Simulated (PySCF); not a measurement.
Species: C4H3BF2O.
Numbering: `[F:1][B:2]([F:3])[c:4]1[cH:5][cH:6][cH:7][o:8]1` (hydrogens: H9 on C5; H10 on C6; H11 on C7)

Method: PBE0-D3(BJ)/def2-SVP geometry optimisation, gas phase (PySCF 2.14.0); density fitting, grid level 1; the optimiser is geomeTRIC in internal coordinates, started from a GFN2-xTB structure with every atom displaced at random (about 0.01 Å).

Step 1: E = -12334.5968 eV
```
atom  x, y, z in Å  |  force x, y, z in eV/Å
F1      2.7042   -0.5483    1.0350    0.222  -0.263  -0.134
B2      2.1046    0.1951    0.1245   -0.475   0.487   0.310
F3      2.8082    1.1386   -0.4729   -0.002  -0.172  -0.091
C4      0.5782    0.0506   -0.0605    0.409   0.007  -0.044
C5     -0.3058   -0.8685    0.4510   -0.072  -0.137   0.040
C6     -1.6051   -0.4452    0.0679   -0.095  -0.012   0.010
C7     -1.4165    0.7104   -0.6398   -0.030  -0.003  -0.093
O8     -0.1192    1.0068   -0.7368    0.020  -0.011   0.074
H9     -0.0450   -1.7522    1.0351    0.004   0.098  -0.027
H10    -2.5578   -0.9241    0.2880    0.032   0.026   0.004
H11    -2.1058    1.4097   -1.1075   -0.015  -0.022  -0.048
```

Step 2: E = -12334.6168 eV
```
atom  x, y, z in Å  |  force x, y, z in eV/Å
F1      2.7706   -0.6404    0.8973   -0.045   0.060   0.211
B2      2.0934    0.2421    0.1823    0.102  -0.490  -0.559
F3      2.7955    1.1434   -0.4761   -0.091   0.223   0.146
C4      0.5746    0.0827    0.0092   -0.101   0.271   0.303
C5     -0.3192   -0.8475    0.4888   -0.008  -0.109   0.068
C6     -1.6135   -0.4480    0.0608    0.083  -0.050  -0.081
C7     -1.4156    0.7001   -0.6570    0.076   0.098   0.128
O8     -0.1226    1.0324   -0.6770   -0.036   0.022  -0.217
H9     -0.0632   -1.7237    1.0813    0.007  -0.003   0.020
H10    -2.5642   -0.9420    0.2481    0.008  -0.015  -0.007
H11    -2.0959    1.3738   -1.1738    0.006  -0.008  -0.012
```

Q: Estimate the geometry and energy of step 3. (The exact step hangs on the optimiser's Hessian estimate; all steps are aligned on step 2, rigid shifts and turns removed.)

A: E = -12334.6406 eV, largest force 0.163 eV/Å
```
atom  x, y, z in Å  |  force x, y, z in eV/Å
F1      2.7589   -0.6467    0.9037    0.043   0.048  -0.039
B2      2.0952    0.2169    0.1521   -0.051  -0.066  -0.047
F3      2.7775    1.1677   -0.4556    0.002   0.003   0.064
C4      0.5738    0.0805    0.0037    0.015   0.082   0.140
C5     -0.3161   -0.8480    0.4963   -0.021   0.057  -0.131
C6     -1.6066   -0.4461    0.0609   -0.057  -0.042   0.027
C7     -1.4128    0.7052   -0.6539    0.055  -0.026   0.025
O8     -0.1190    1.0284   -0.6909    0.016  -0.045  -0.056
H9     -0.0593   -1.7217    1.0920    0.008   0.002   0.009
H10    -2.5574   -0.9398    0.2478   -0.011  -0.002   0.008
H11    -2.0944    1.3764   -1.1722    0.001  -0.011  -0.001
```

The energy changes by -0.0238 eV. The first-order estimate −F·Δx gives -0.0439 eV and the mean of the old and new forces, exact on a quadratic surface, -0.0229 eV. The step makes an angle of 43° with the force vector and moves no atom by more than 0.039 Å.

What follows is the cost of the whole optimisation. Time: 64 s; peak memory 0.52 GiB. Hardware: one thread of an Arm Neoverse V1, no GPU, shared host with 32 logical CPUs at a one-minute load of 28.
